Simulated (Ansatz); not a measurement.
C2H4B, SMILES `[BH-]C=C` (excited singlet; H–B–C–C torsion 107°) (charge -1, multiplicity 1). This singlet is an excited state, 0.07 eV above the relaxed triplet at the level B3LYP/aug-cc-pVTZ // PBE0-D3(BJ)/def2-TZVPD (Ansatz, a quantum-chemistry and plane-wave program).

Method: Ansatz with HSE06/aug-cc-pVTZ // PBE0-D3(BJ)/def2-TZVPD.

Ansatz 0.2 input:
```yaml
crystal:
  periodic: [false, false, false]
  atoms:
    - { symbol: B, position_ang: [1.223947, -0.129642, -1.093342] }
    - { symbol: C, position_ang: [0.206435, 0.223953, -0.05808] }
    - { symbol: C, position_ang: [-1.067392, -0.042142, 0.349696] }
    - { symbol: H, position_ang: [2.148232, -0.817746, -0.696994] }
    - { symbol: H, position_ang: [0.703394, 1.059705, 0.480142] }
    - { symbol: H, position_ang: [-1.669014, -0.8084, -0.13187] }
    - { symbol: H, position_ang: [-1.545603, 0.514272, 1.150446] }
basis:
  gaussian: { orbitals: aug-cc-pVTZ }
hamiltonian:
  xc: hse06
total_charge: -1
```

Output:

```
Functional definition: HSE06
885 factors; their error is unknown
116 factors; integrals over basis functions are off by at most 2.2e-6 eV
mean field evaluation 1: about -2806.0412 eV, gradient 3.5e1 eV
mean field evaluation 2: about -2790.6107 eV, gradient 6.4e1 eV
mean field evaluation 4: about -2809.3758 eV, gradient 8.1e0 eV
mean field evaluation 8: about -2809.5968 eV, gradient 5.2e-2 eV
mean field evaluation 16: about -2809.5826 eV, gradient 2.9e-5 eV
mean field -2809.58264473 eV, -103.2502577901 hartree, gradient 3.0e-5 eV, S^2 0.000000; 1 other end points of the search recorded, 0 dependent functions left out
reference -2809.58270508 eV, -103.2502600080 hartree; 11, 11 occupied and 219, 219 virtual orbitals, 885 factors
Total energy: -2809.58270508 eV, -103.2502600080 hartree
```
